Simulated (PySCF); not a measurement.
# EPR parameters of C6H3ClNO

Species: C6H3ClNO (doublet state).
Numbering: `[CH2:1][C:2]#[C:3][c:4]1[cH:5][c:6]([Cl:7])[o:8][n:9]1` (hydrogens: H10, H11 on C1; H12 on C5)

Structure used (GFN2-xTB), in Å, numbered top down from 1:
```
atom  x, y, z in Å
C1     3.370   -0.134    0.230
C2     2.040   -0.171    0.110
C3     0.814   -0.212   -0.003
C4    -0.565   -0.241   -0.090
C5    -1.485    0.650    0.556
C6    -2.696    0.185    0.151
Cl7   -4.273    0.703    0.490
O8    -2.548   -0.877   -0.659
N9    -1.231   -1.137   -0.806
H10    3.987   -0.857   -0.274
H11    3.850    0.615    0.835
H12   -1.261    1.474    1.197
```

The hyperfine couplings belong to this conformer and change with its torsions.

Method: UKS B3LYP, pcH-1 on C Cl H N O, non-relativistic, mean-field spin-orbit, GIAO in PySCF. Geometry: GFN2-xTB; no solvent, vibrations or thermal averaging. The geometry wasn't refined by DFT: couplings that depend on bond lengths, twists or pyramidal angles can differ widely from those at the functional's own minimum. No stability test was run, so a lower SCF solution isn't excluded. ⟨S²⟩ is 0.780 where a pure state has 0.75.

* g1, g2, g3: 2.00216, 2.00313, 2.00392
* g_iso: 2.00307
* Form of g: rhombic: the two nearest values differ by 45 % of g3 − g1
* ⟨S²⟩: 0.7805 (exact 0.7500)
* α and β electrons: 36, 35
* HOMO–LUMO gap, α and β orbitals: 4.85, 4.10 eV
* Total energy: -820.46821 Eh

Isotropic coupling and dipolar principal values T1 to T3, in 10⁻⁴ cm⁻¹ (1 × 10⁻⁴ cm⁻¹ = 2.998 MHz):

| atom | isotope | a_iso | of which spin–orbit | T1 | T2 | T3 | Mulliken spin population |
| --- | --- | --- | --- | --- | --- | --- | --- |
| C1 | 13C | 18.4 | 0.0 | -17.5 | -17.2 | 34.7 | 0.68 |
| C2 | 13C | -20.5 | 0.0 | -7.4 | -0.2 | 7.6 | -0.25 |
| C3 | 13C | 14.8 | 0.0 | -14.6 | -10.5 | 25.1 | 0.50 |
| C4 | 13C | -10.8 | 0.0 | -5.1 | 2.0 | 3.2 | -0.12 |
| C5 | 13C | 2.9 | 0.0 | -1.5 | -1.1 | 2.6 | 0.06 |
| C6 | 13C | -3.1 | 0.0 | -3.2 | 1.5 | 1.7 | -0.05 |
| Cl7 | 35Cl | -0.1 | 0.0 | -0.8 | 0.3 | 0.6 | 0.00 |
| O8 | 17O | -1.8 | 0.0 | -6.4 | 3.0 | 3.4 | 0.04 |
| N9 | 14N | 3.2 | 0.0 | -3.8 | -3.5 | 7.2 | 0.21 |
| H10 | 1H | -15.6 | 0.0 | -8.0 | -0.3 | 8.3 | -0.03 |
| H11 | 1H | -15.6 | 0.0 | -8.1 | -0.3 | 8.3 | -0.03 |
| H12 | 1H | -1.2 | 0.0 | -0.5 | -0.5 | 0.9 | 0.00 |

The Mulliken spin populations are largest on C1 (+0.68), C3 (+0.50), C2 (-0.25) and N9 (+0.21). Three atoms exceed +0.15. The angles at C1 add up to 360.0°, so it is planar; its axial dipolar tensor and the negative couplings of its protons fit spin in a p orbital normal to that plane.

Axes: g1 is normal to the molecular plane and g3 points within 6° of the C2–C3 bond.

Under fast tumbling the dipolar parts average out, and these isotropic splittings remain: 1 × 1H (H10, I = 1/2, 2 lines) with 1.67 mT, 1 × 1H (H11, I = 1/2, 2 lines) with 1.67 mT, 1 × 14N (N9, I = 1, 3 lines) with 0.35 mT and 1 × 1H (H12, I = 1/2, 2 lines) with 0.13 mT.

H10 and H11 aren't averaged: C1 is flat or nearly so (angle sum 360°), and its turn about the short C1–C2 bond (1.34 Å) is taken as slow.

The 17O coupling of O8 (-5.3 MHz) shows only in satellite lines or after enrichment, since that isotope makes up about 0.038 % of natural oxygen.

The 13C coupling of C2 (-61.3 MHz) shows only in satellite lines or after enrichment, since that isotope makes up about 1.07 % of natural carbon.

The spin density at the nucleus, in bohr⁻³, is negative for C2 (-0.0546), C4 (-0.0288) and H10 (-0.0105), for instance. A restricted open-shell determinant has no negative spin density anywhere; here it arises because α and β orbitals differ (spin polarisation).
